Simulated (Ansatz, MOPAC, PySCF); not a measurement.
Molecule: chloro(difluoro)methane, CHClF$_{2}$ (charge 0, singlet). SMILES: ClC(F)F
Geometry from a B3LYP-D3(BJ)/def2-TZVP (Ansatz, a first-principles code) optimisation:
```xyz
5

F     -0.9293     1.1547    -0.2887
C     -0.4772     0.0446     0.3178
F     -1.0941    -1.0146    -0.2314
Cl     1.2802    -0.0951     0.0818
H     -0.6909     0.0890     1.3835
```

Unscaled harmonic wavenumbers (cm⁻¹) in rising order, each level at the stationary point that it reaches from this structure (no distance between atoms moves by over 0.3 Å); the order of modes can differ between levels, and a negative number is imaginary. B3LYP-D3(BJ)/def2-TZVP (PySCF, at the structure above): 361, 402, 592, 784, 1103, 1117, 1320, 1369, 3129.

PM3 (MOPAC): 354, 409, 568, 675, 1013, 1091, 1400, 1544, 2864. Zero-point energy 14.2 against 14.5 kcal/mol; where all levels lie over 400 cm⁻¹, the wavenumbers are on average 0.974 times those of B3LYP-D3(BJ)/def2-TZVP.

PM7 (MOPAC): 321, 372, 519, 751, 1148, 1184, 1346, 1459, 2593. Zero-point energy 13.9 against 14.5 kcal/mol; where all levels lie over 400 cm⁻¹, the wavenumbers are on average 0.978 times those of B3LYP-D3(BJ)/def2-TZVP.

B3LYP/6-31G* (Ansatz): 357, 396, 589, 785, 1137, 1176, 1347, 1408, 3156. Zero-point energy 14.8 against 14.5 kcal/mol; where all levels lie over 400 cm⁻¹, the wavenumbers are on average 1.020 times those of B3LYP-D3(BJ)/def2-TZVP.
